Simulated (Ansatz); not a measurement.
Job for Ansatz (a first-principles code): R-B3LYP/def2-TZVPP on NH2 (SMILES [NH2+]), 2S+1 = 1, a spin state set in the input, which need not be the lowest, at the other state's geometry. Charge +1.

Ansatz 0.2 input:
```yaml
crystal:
  periodic: [false, false, false]
  atoms:
    - {symbol: N, position_ang: [0.00013468, -0.05122920, 0.00000001]}
    - {symbol: H, position_ang: [-1.01097148, 0.17664562, -0.00000003]}
    - {symbol: H, position_ang: [1.01002872, 0.18195880, -0.00000003]}
basis:
  gaussian:
    orbitals: def2-TZVPP
hamiltonian:
  xc: {name: B3LYP}
total_charge: 1
```

The head of its log:

```
WARN ansatz: RAYON_NUM_THREADS=2 ignored (pool sized by the plan → 2); use --threads N
Functional definition: B3LYP
integrals: 0.00 GiB planned
273 factors; their error is unknown
mean field: 0.09 GiB planned
mean field evaluation 1: about -1503.4852 eV, gradient 4.8e1 eV
mean field evaluation 2: about -1504.0525 eV, gradient 4.3e1 eV
```

Q: What total energy does the run end on?

A: -55.4100 hartree.
